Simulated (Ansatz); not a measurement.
CHFNOSi (`O=C=N[SiH]F`) radical, relaxed with UKS PBE0-D4/def2-TZVP in Ansatz from a PBE-D4/def2-SVP geometry. The force threshold is 0.005 eV/Å; the program also tests the step.

Charge 0, multiplicity 2.

Start:

```xyz
6

O    -2.599    0.552    1.010
C    -1.500    0.349    0.634
N    -0.359    0.122    0.282
Si    1.110    0.150   -0.623
F     1.104   -1.123   -1.657
H     2.243   -0.049    0.354
```

Q: How much energy does the relaxation release, and in how many steps? (An estimate is asked.)

A: Computed: 7.87 kJ/mol, in 8 steps, 1 of them rejected.

Q: Which bonds change most? (Best estimate.)

A: Computed: Si4–F5 from 1.640 to 1.596 Å; N3–Si4 from 1.725 to 1.701 Å; Si4–H6 from 1.510 to 1.487 Å; O1–C2 from 1.180 to 1.161 Å.

Q: Give the relaxed structure. (Best estimate.)

A: The calculation gave: 
```xyz
6

O    -2.566    0.568    0.950
C    -1.476    0.335    0.626
N    -0.344    0.072    0.331
Si    1.078    0.145   -0.600
F     1.070   -1.083   -1.621
H     2.237   -0.038    0.314
```
